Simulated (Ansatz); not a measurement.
Na10Br10⁻ (started as a model of: 2x2x5 NaBr rock-salt block). Charge -1, multiplicity 2. Geometry r2SCAN-D4/def2-SVP, that of the neutral singlet; atoms count from 1.

Cartesian coordinates in Å:
```
Na 2.775 -4.362 2.654
Br 1.225 -2.046 2.645
Na -0.241 0.210 1.837
Br -1.797 2.547 1.722
Na -3.230 4.762 0.821
Br 1.296 -5.865 0.842
Na -0.043 -3.399 0.384
Br -1.833 -1.226 -0.100
Na -3.123 1.281 -0.556
Br -4.856 3.482 -1.035
Br 4.857 -3.481 1.035
Na 3.122 -1.281 0.556
Br 1.832 1.226 0.099
Na 0.043 3.399 -0.384
Br -1.294 5.865 -0.842
Na 3.231 -4.761 -0.821
Br 1.797 -2.547 -1.722
Na 0.240 -0.211 -1.838
Br -1.226 2.046 -2.645
Na -2.775 4.363 -2.654
```

Single mean-field runs in def2-SVP are fitted with def2-universal-jkfit. The highest occupied level of the charge -1 doublet lies above zero (up to 0.43 eV). By energy differences its removal costs 0.29 eV (vertical, to the charge 0 singlet, at PBE0-D4/def2-SVP); self-interaction error and the lack of diffuse functions both raise the level.

Q: Estimate the Mulliken populations from the PBE0/def2-SVP orbitals of Ansatz.

A: 
```tsv
atom	charge (e)	spin (α − β)
Na1	0.35	0.20
Br2	-0.50	-0.01
Na3	0.44	0.05
Br4	-0.50	-0.01
Na5	0.35	0.20
Br6	-0.51	-0.01
Na7	0.44	0.04
Br8	-0.50	0.00
Na9	0.44	0.04
Br10	-0.51	-0.01
Br11	-0.51	-0.01
Na12	0.44	0.04
Br13	-0.50	0.00
Na14	0.44	0.04
Br15	-0.51	-0.01
Na16	0.35	0.20
Br17	-0.50	-0.01
Na18	0.44	0.05
Br19	-0.50	-0.01
Na20	0.35	0.20
```
Mulliken values and Mayer orders depend strongly on the basis.

Q: Where does the spin sit?

A: Summed by element: Na 1.06, Br -0.06, of 1 unpaired in all. Largest on single atoms: Na20 0.20, Na1 0.20, Na16 0.20.

Q: And the Mayer bond orders between bonded heavy atoms (over 0.3)?

A: Na1–Br6 0.30 (2.78 Å); Na1–Br11 0.30 (2.78 Å); Na5–Br10 0.30 (2.78 Å); Na5–Br15 0.30 (2.78 Å); Br6–Na16 0.30 (2.78 Å); Br10–Na20 0.30 (2.78 Å); Br11–Na16 0.30 (2.78 Å); Br15–Na20 0.30 (2.78 Å).
